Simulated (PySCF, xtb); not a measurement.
C4H10OSi, SMILES C=C(CC)[SiH2]O. One conformer was computed; it need not be the lowest.

Harmonic wavenumbers (cm⁻¹) from GFN2-xTB in xtb at its own minimum, in rising order: 46, 62, 146, 226, 263, 268, 327, 330, 409, 531, 605, 668, 681, 746, 775, 809, 821, 891, 906, 918, 1056, 1080, 1087, 1179, 1256, 1350, 1406, 1433, 1475, 1507, 1514, 1682, 2204, 2306, 2934, 2959, 3028, 3032, 3037, 3084, 3095, 3674.

Question: What does PBE-D3(BJ)/def2-SVP (PySCF) give at its own minimum? (The exact figures need the calculation; the answer reports its results.)

Answer: 61, 83, 145, 233, 256, 269, 319, 334, 412, 579, 657, 662, 734, 787, 805, 853, 874, 896, 917, 928, 1002, 1040, 1053, 1150, 1239, 1316, 1344, 1369, 1391, 1418, 1430, 1632, 2118, 2179, 2939, 2969, 2973, 3054, 3059, 3066, 3144, 3764. Paired by order, the mean absolute difference is 37 cm⁻¹ and the zero-point energies are 79.8 and 79.3 kcal/mol.
